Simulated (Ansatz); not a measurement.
Input file for `[SH][InH2]`:

```yaml
crystal:
  periodic: [false, false, false]
  atoms:
    - {symbol: S, position_ang: [1.134138, -0.941158, 0.912614]}
    - {symbol: In, position_ang: [-0.182880, 0.615805, -0.332202]}
    - {symbol: H, position_ang: [0.248578, -1.943849, 0.796791]}
    - {symbol: H, position_ang: [-1.681937, 0.034731, -0.921095]}
    - {symbol: H, position_ang: [0.531901, 2.160771, -0.497509]}
basis:
  gaussian: {orbitals: def2-QZVPP}
correlation: {method: ccsd_t}
```

```sh
$ ansatz run in.yaml --threads 2 --pin off --events-out ev --progress --plain --max-ram 31744MiB --backend cuda --devices 0, --max-vram 18GiB
```

The program prints (abridged):

```
Functional definition: HF
1462 factors; integrals over basis functions are off by at most 1.0e-3 eV
mean field evaluation 1: about -16013.4912 eV, gradient 1.6e1 eV
mean field evaluation 2: about -16013.5576 eV, gradient 1.6e1 eV
mean field evaluation 4: about -16014.6116 eV, gradient 2.0e0 eV
mean field evaluation 8: about -16014.6349 eV, gradient 1.8e-1 eV
mean field -16014.63511497 eV, -588.5269853655 hartree, gradient 1.8e-6 eV, S^2 0.000000; 0 other end points of the search recorded, 0 dependent functions left out
9 core orbitals not correlated: weight in the atoms' cores, before any rotation towards them, 1.000 or more for the frozen orbitals, at most 0.000 for the correlated occupied ones
reference -16014.63511497 eV, -588.5269853655 hartree; 11, 11 occupied and 222, 222 virtual orbitals, 1462 factors
second order -18.44601605 eV of doubles, -0.00000000 eV of singles
cycle   1  -17.90249753 eV  change    5.4e-1 eV  update   9.0e-2
cycle   2  -18.33665664 eV  change   -4.3e-1 eV  update   2.6e-2
cycle   3  -18.39515440 eV  change   -5.8e-2 eV  update   1.4e-2
cycle   4  -18.37607536 eV  change    1.9e-2 eV  update   4.0e-3
cycle   5  -18.37352576 eV  change    2.5e-3 eV  update   1.9e-3
cycle   6  -18.37495515 eV  change   -1.4e-3 eV  update   6.1e-4
cycle   7  -18.37465172 eV  change    3.0e-4 eV  update   2.6e-4
cycle   8  -18.37459200 eV  change    6.0e-5 eV  update   9.1e-5
cycle   9  -18.37468330 eV  change   -9.1e-5 eV  update   3.2e-5
cycle  10  -18.37467214 eV  change    1.1e-5 eV  update   1.1e-5
perturbative correction -0.62821335 eV, -0.0230864146 hartree
Total energy: -16033.63800045 eV, -589.2253285264 hartree
```

It took 2.8 s on 2 threads of an AMD EPYC 7R13 on a shared host and a share of an NVIDIA H100 80 GB, with 0.81 GiB of host memory at the peak.

The correlation energy is -19.003 eV, 3.3 % of it from (T); the T1 diagnostic reads 0.0137.
